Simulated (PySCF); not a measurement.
**Dipole moment and polarisability of `C=CN([SiH3])[Si@H](N)C#N`**

C3H9N3Si2.
Atom-mapped SMILES: `[CH2:1]=[CH:2][N:3]([SiH3:4])[Si@H:5]([NH2:6])[C:7]#[N:8]` (hydrogens: H9, H10 on C1; H11 on C2; H12, H13, H14 on Si4; H15 on Si5; H16, H17 on N6)

Geometry (GFN2-xTB, Å), atoms numbered from 1 in this order:
```xyz
17
C3H9N3Si2 angstrom
C      1.919   -1.033    1.321
C      0.863   -1.003    0.522
N      0.372    0.102   -0.164
Si     1.279    1.598   -0.143
Si    -1.199    0.014   -0.930
N     -2.535    0.655   -0.061
C     -1.615   -1.798   -1.099
N     -1.886   -2.903   -1.226
H      2.516   -0.163    1.532
H      2.215   -1.952    1.792
H      0.293   -1.910    0.360
H      1.274    2.168    1.207
H      0.566    2.494   -1.052
H      2.634    1.327   -0.620
H     -1.126    0.641   -2.243
H     -2.597    1.643    0.119
H     -2.981    0.130    0.674
```

Level: PBE0/def2-SVPD (PySCF), static field, nuclei fixed, core orbitals frozen in the response. The polarisability tensor in these axes (au):

```
x   110.74   3.37  15.25
y     3.37 112.24  -2.62
z    15.25  -2.62  91.75
```

Problem. Give the principal values, the mean and the anisotropy Δα = √{½[(α1 − α2)² + (α2 − α3)² + (α1 − α3)²]}.

Solution. Principal values 82.76, 112.37 and 119.61 au; mean 104.91 au = 15.55 Å³ = 17.30 × 10⁻⁴⁰ C²·m²/J; Δα = 33.82 au (32 % of the mean).

Problem. What is the dipole moment, and where does it point?

Solution. (0.36, 3.93, 1.26) D, 4.14 D in size, pointing from the negative to the positive side. Measured along this direction, the outermost atoms are N8 at the negative end and H12 at the positive end.

Problem. What would n − 1 = 2πNα be for an ideal gas of these molecules at 298.15 K and 1 atm, electronic part alone?

Solution. N = p/kT = 2.4615 × 10¹⁹ cm⁻³, so n − 1 = 2π × N × 15.55 × 10⁻²⁴ cm³ = 2404 × 10⁻⁶ at long wavelengths.

Problem. Give the principal axes and the span of the nuclei along them.

Solution. Largest value along (0.86, 0.23, 0.45), where the nuclei span 5.68 Å; middle along (-0.14, 0.96, -0.23), 5.17 Å; least along (-0.49, 0.13, 0.86), 3.69 Å. The response follows the extents in order.

Problem. Sum over states: ᾱ = Σ f/ω², ω in Eh. What share falls to these 8 lowest TDDFT singlets (eV, f)? 4.98, 0.0069; 5.26, 0.0280; 5.69, 0.0376; 6.14, 0.0935; 6.23, 0.0101; 6.42, 0.0213; 6.46, 0.0055; 6.67, 0.0920.

Solution. They add up to 5.86 au, 5.6 % of the 104.91 au; the largest single term is 1.84 au, from the state at 6.14 eV. Terms in order: 0.21, 0.75, 0.86, 1.84, 0.19, 0.38, 0.10, 1.53 au. Higher excitations give the rest. The strengths listed sum to 0.295.

Problem. Rayleigh depolarisation ratio (linearly polarised light, static tensor)?

Solution. ρ = 3Δα²/(45ᾱ² + 4Δα²) = 3430.6/(495292 + 4574.1) = 0.00686.

The structure is a single GFN2-xTB conformer in the gas phase; no vibrational or solvent corrections.
